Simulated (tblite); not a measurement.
Compound: C3H5F3O2Si.
Bonds: O1–C2 (double), C2–C3, C3–C4, C4–F5, C4–F6, C4–F7, C2–O8, O8–Si9. Hydrogens: H10, H11 on C3; H12, H13, H14 on Si9.

Computed with GFN2-xTB (tblite), gas phase: nudged elastic band of 9 images (0 to 8), spring 0.2 eV/Å², climbing image at the end, force threshold 0.05 eV/Å. The top image wasn't refined or checked by frequencies; at this threshold it can lie a kcal/mol or more above the true saddle point of the method.

The band describes a rotation about C3–C4 (sp3 carbon next to a carbonyl, CF3 carbon), followed by the dihedral C2–C3–C4–F7, from the optimised start (-72°) to a second optimised geometry at 50°.

**Question.** How does the energy change from image to image?

**Answer.** 
```json
{"image": "0", "dihedral (°)": "-72", "E (eV)": "0.000", "C3–C4 (Å)": "1.517", "C2···F7 (Å)": "3.05", "largest true force (eV/Å)": "0.01"}
{"image": "1", "dihedral (°)": "-61", "E (eV)": "0.013", "C3–C4 (Å)": "1.517", "C2···F7 (Å)": "2.99", "largest true force (eV/Å)": "0.03"}
{"image": "2", "dihedral (°)": "-48", "E (eV)": "0.043", "C3–C4 (Å)": "1.518", "C2···F7 (Å)": "2.92", "largest true force (eV/Å)": "0.05"}
{"image": "3", "dihedral (°)": "-32", "E (eV)": "0.079", "C3–C4 (Å)": "1.522", "C2···F7 (Å)": "2.84", "largest true force (eV/Å)": "0.05"}
{"image": "4", "dihedral (°)": "-13", "E (eV)": "0.106", "C3–C4 (Å)": "1.526", "C2···F7 (Å)": "2.77", "largest true force (eV/Å)": "0.04"}
{"image": "5", "dihedral (°)": "3", "E (eV)": "0.101", "C3–C4 (Å)": "1.526", "C2···F7 (Å)": "2.74", "largest true force (eV/Å)": "0.03"}
{"image": "6", "dihedral (°)": "20", "E (eV)": "0.065", "C3–C4 (Å)": "1.523", "C2···F7 (Å)": "2.74", "largest true force (eV/Å)": "0.05"}
{"image": "7", "dihedral (°)": "36", "E (eV)": "0.021", "C3–C4 (Å)": "1.519", "C2···F7 (Å)": "2.77", "largest true force (eV/Å)": "0.04"}
{"image": "8", "dihedral (°)": "50", "E (eV)": "0.000", "C3–C4 (Å)": "1.517", "C2···F7 (Å)": "2.84", "largest true force (eV/Å)": "0.01"}
```

Barriers of this band. The top is image 4 at -13°: 0.11 eV in either direction, as the ends lie within 0.002 eV of each other. The central bond is 0.009 Å longer at the top than at the start.

**Question.** What rate follows at 298 K for crossing this barrier forward?

**Answer.** Taking the electronic barrier for the free energy of activation (no zero-point or entropy terms, transmission 1), rate = (kT/h)·exp(−ΔE/kT) ≈ 1 × 10^11 s⁻¹, whose inverse is 1 × 10^-11 s. An error of 1 kcal/mol in the barrier changes this by a factor of 5, and the method and the loose band can each miss by that much or more.

**Question.** How long is the path, and how are the images spaced?

**Answer.** Cartesian distances between aligned neighbours (all atoms, Å): 0.55, 0.57, 0.59, 0.61, 0.51, 0.54, 0.54, 0.54; the sum is 4.46 Å, and the top lies 52 % of the way along.

What follows is the cost of the whole band run. Time: 7.2 s; peak memory 0.18 GiB. Hardware: Arm Neoverse V1, one thread, shared host with 64 logical CPUs at a one-minute load of 23.
